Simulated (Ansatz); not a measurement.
Wavefunction ladder for C₄H₁₂AuOP, SMILES `C[O][Au-][P+](C)(C)C`

```xyz
19

C     3.691    1.910    0.362
O     2.643    1.626    1.233
Au    1.031    0.669    0.612
P    -0.818   -0.396    0.019
C    -0.551   -2.008   -0.773
C    -1.954   -0.777    1.385
C    -1.868    0.488   -1.171
H     4.157    1.010   -0.070
H     3.398    2.558   -0.480
H     4.478    2.443    0.916
H    -0.006   -2.660   -0.089
H    -1.499   -2.477   -1.045
H     0.057   -1.874   -1.669
H    -2.842   -1.302    1.024
H    -1.439   -1.397    2.120
H    -2.255    0.150    1.874
H    -1.296    0.687   -2.078
H    -2.170    1.445   -0.744
H    -2.757   -0.095   -1.423
```

The species carries charge 0 and has multiplicity 1. Correlated methods include outer-core shells of Au, which these sets cover unevenly. Au takes the def2 core potential. The geometry is a stationary point of PBE0-D4/def2-TZVP. It is one conformer, not always the lowest. Frozen core, restricted reference, the Gaussian-basis code of Ansatz.

| basis | HF (Eh) | MP2 corr. |
| --- | --- | --- |
| def2-SVP | -708.57761 | -1.28804 |
| def2-TZVPP | -708.98449 | -1.77415 |
| def2-QZVPP | -709.00757 | -1.93143 |

Problem. Estimate the CCSD correlation energy and the (T) correction in each basis where they were run (hartree).

Solution. 
```json
{"basis": "def2-SVP", "CCSD corr.": "-1.32809", "(T)": "-0.03992"}
{"basis": "def2-TZVPP", "CCSD corr.": "-1.77918", "(T)": "-0.07282"}
```
